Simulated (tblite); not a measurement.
Species: C8H7FP2.
Numbering: `[CH:1]#[C:2][P:3]([PH2:4])[c:5]1[cH:6][cH:7][c:8]([F:9])[cH:10][cH:11]1` (hydrogens: H12 on C1; H13, H14 on P4; H15 on C6; H16 on C7; H17 on C10; H18 on C11)

Computed with GFN2-xTB (tblite), gas phase: L-BFGS steps from a force-field or distance-geometry start until the largest atomic force falls under 0.01 eV/Å.

Step 11: E = -826.6496 eV
```
atom  x, y, z in Å  |  force x, y, z in eV/Å
C1      2.1993    2.8088   -0.3069    0.092   0.329  -0.188
C2      1.9558    1.7067    0.1051   -0.110  -0.228  -0.008
P3      1.5764    0.2744    1.0499    0.059  -0.277   0.168
P4      2.7307   -1.2945    0.0296   -0.088   0.025   0.134
C5     -0.1087   -0.0887    0.3786    0.010   0.118   0.051
C6     -1.2064    0.5190    0.9980    0.234  -0.053  -0.076
C7     -2.4886    0.2346    0.5716    0.035  -0.159  -0.104
C8     -2.6698   -0.6665   -0.4627    0.106  -0.061  -0.086
F9     -3.9126   -0.9702   -0.8854   -0.073   0.077   0.085
C10    -1.5994   -1.2776   -1.0858    0.007  -0.011   0.033
C11    -0.3203   -0.9859   -0.6624    0.014   0.130   0.130
H12     2.4169    3.7419   -0.7455   -0.008  -0.096   0.017
H13     3.9253   -0.6118   -0.0635    0.131   0.356  -0.025
H14     3.1424   -1.8223    1.2491   -0.106  -0.132   0.028
H15    -1.0598    1.2189    1.8146    0.061  -0.135  -0.135
H16    -3.3489    0.6703    1.0355   -0.210   0.196   0.153
H17    -1.7554   -1.9829   -1.8790   -0.131  -0.101  -0.170
H18     0.5146   -1.4680   -1.1522   -0.023   0.023  -0.006
```

Step 12: E = -826.6625 eV
```
atom  x, y, z in Å  |  force x, y, z in eV/Å
C1      2.1994    2.7997   -0.3082    0.008  -0.013  -0.041
C2      1.9585    1.6930    0.0991   -0.096  -0.032  -0.035
P3      1.5705    0.2638    1.0492    0.143  -0.173   0.131
P4      2.7358   -1.2915    0.0277   -0.035   0.078   0.115
C5     -0.1117   -0.0921    0.3771    0.134   0.105   0.062
C6     -1.2003    0.5193    1.0014    0.007  -0.060  -0.138
C7     -2.4846    0.2372    0.5717   -0.028  -0.068   0.018
C8     -2.6658   -0.6637   -0.4625    0.028  -0.077  -0.082
F9     -3.9095   -0.9696   -0.8821   -0.088   0.093   0.087
C10    -1.6001   -1.2786   -1.0893    0.077  -0.043   0.010
C11    -0.3212   -0.9881   -0.6638    0.019   0.087   0.047
H12     2.4131    3.7316   -0.7416    0.031   0.034  -0.054
H13     3.9221   -0.5797   -0.0633    0.025   0.228   0.049
H14     3.1226   -1.8197    1.2560   -0.020  -0.120  -0.015
H15    -1.0529    1.2211    1.8158    0.071  -0.144  -0.127
H16    -3.3472    0.6763    1.0411   -0.065   0.106   0.048
H17    -1.7543   -1.9865   -1.8838   -0.145  -0.036  -0.104
H18     0.5168   -1.4662   -1.1561   -0.068   0.037   0.030
```

Step 13: E = -826.6706 eV
```
atom  x, y, z in Å  |  force x, y, z in eV/Å
C1      2.1998    2.7951   -0.3098   -0.043  -0.226   0.046
C2      1.9579    1.6860    0.0957   -0.066   0.092  -0.032
P3      1.5700    0.2562    1.0521    0.152  -0.030   0.076
P4      2.7391   -1.2886    0.0297    0.032   0.104   0.059
C5     -0.1107   -0.0919    0.3773    0.156   0.009   0.000
C6     -1.1974    0.5179    1.0005   -0.080  -0.012  -0.091
C7     -2.4829    0.2375    0.5724   -0.119  -0.043   0.022
C8     -2.6635   -0.6637   -0.4640   -0.027  -0.022   0.004
F9     -3.9096   -0.9674   -0.8785   -0.078   0.081   0.068
C10    -1.5992   -1.2803   -1.0913    0.026  -0.080  -0.050
C11    -0.3219   -0.9881   -0.6639    0.074   0.068   0.018
H12     2.4119    3.7273   -0.7408    0.040   0.064  -0.075
H13     3.9216   -0.5582   -0.0637   -0.066   0.126   0.105
H14     3.1119   -1.8229    1.2600    0.038  -0.101  -0.031
H15    -1.0482    1.2194    1.8139    0.067  -0.126  -0.103
H16    -3.3477    0.6816    1.0450    0.072   0.018  -0.040
H17    -1.7567   -1.9894   -1.8888   -0.112   0.043  -0.011
H18     0.5168   -1.4643   -1.1573   -0.066   0.034   0.037
```

Question: Estimate the geometry and energy of step 14. (The exact step hangs on the optimiser's Hessian estimate; all steps are aligned on step 13, rigid shifts and turns removed.)

Answer: E = -826.6766 eV, largest force 0.264 eV/Å
```
atom  x, y, z in Å  |  force x, y, z in eV/Å
C1      2.2000    2.7909   -0.3115   -0.051  -0.252   0.058
C2      1.9553    1.6816    0.0935   -0.038   0.122  -0.003
P3      1.5733    0.2510    1.0569    0.096   0.090   0.020
P4      2.7417   -1.2851    0.0322    0.085   0.101   0.007
C5     -0.1072   -0.0911    0.3773    0.105  -0.034   0.002
C6     -1.1958    0.5165    0.9976   -0.140  -0.023  -0.085
C7     -2.4839    0.2358    0.5726   -0.050   0.025   0.060
C8     -2.6622   -0.6643   -0.4649   -0.075  -0.029   0.013
F9     -3.9115   -0.9641   -0.8746   -0.056   0.058   0.042
C10    -1.5986   -1.2828   -1.0932    0.029  -0.020  -0.010
C11    -0.3211   -0.9861   -0.6630    0.001  -0.014  -0.071
H12     2.4118    3.7250   -0.7416    0.027   0.018  -0.062
H13     3.9205   -0.5412   -0.0619   -0.114   0.057   0.142
H14     3.1059   -1.8277    1.2621    0.075  -0.083  -0.042
H15    -1.0439    1.2151    1.8099    0.056  -0.068  -0.041
H16    -3.3478    0.6861    1.0472    0.140  -0.043  -0.092
H17    -1.7609   -1.9908   -1.8930   -0.070   0.081   0.041
H18     0.5156   -1.4624   -1.1573   -0.022   0.013   0.020
```

The energy changes by -0.0061 eV. The first-order estimate −F·Δx gives -0.0087 eV and the mean of the old and new forces, exact on a quadratic surface, -0.0061 eV. The step makes an angle of 54° with the force vector and moves no atom by more than 0.017 Å.

The cost below is that of the whole relaxation. Hardware: an Intel Xeon Platinum 8259CL at 2.50 GHz with one thread, on a shared host. Cost: 3.1 s wall.
